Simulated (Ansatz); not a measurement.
This geometry of H2 + H2O2Zn (7 atoms, charge 0, multiplicity 1) is a first-order saddle point.

Method: Ansatz, RKS r2SCAN/def2-SVP.

```xyz
7
Properties=species:S:1:pos:R:3
Zn 0.295 -0.191 -0.007
O -0.042 0.209 1.854
H -0.720 -0.261 2.363
O -0.369 -0.265 -1.654
H 0.268 -0.544 -2.324
H 1.817 -0.629 0.971
H 1.129 -0.360 1.625
```

(1) Which two structures does it join? (They come from a converged band through this point; their orientation in space is the band's.)

(2) How far does it lie above each of them?

Answers

(1) Bonds broken: H6–H7. Bonds formed: Zn1–H6, O2–H7. H2 + H2O2Zn becomes H4O2Zn.

Initial state:

```xyz
7
Properties=species:S:1:pos:R:3
Zn -0.144 -0.259 0.274
O -0.523 -0.269 2.001
H -1.368 0.134 2.235
O 0.413 -0.263 -1.404
H -0.238 -0.559 -2.052
H 2.219 -0.460 0.522
H 2.019 -0.363 1.251
```

Final state:

```xyz
7
Properties=species:S:1:pos:R:3
Zn 1.275 -0.119 -0.063
O 0.041 -0.054 1.738
H -0.655 -0.225 1.049
O -0.419 -0.468 -0.644
H -0.680 -0.427 -1.569
H 2.780 0.083 0.003
H 0.036 -0.831 2.313
```

(2) 17.3 kcal/mol above the first and 33.2 kcal/mol above the second. This is the barrier of this one path; another mechanism may lie lower. The orbitals stay closed-shell, which can raise the energy where a bond breaks towards radicals; this wasn't checked here.

The run took 2.9 min on 2 threads of Intel(R) Xeon(R) Platinum 8488C (Sapphire Rapids), with other jobs on the host, peak memory 0.18 GiB.
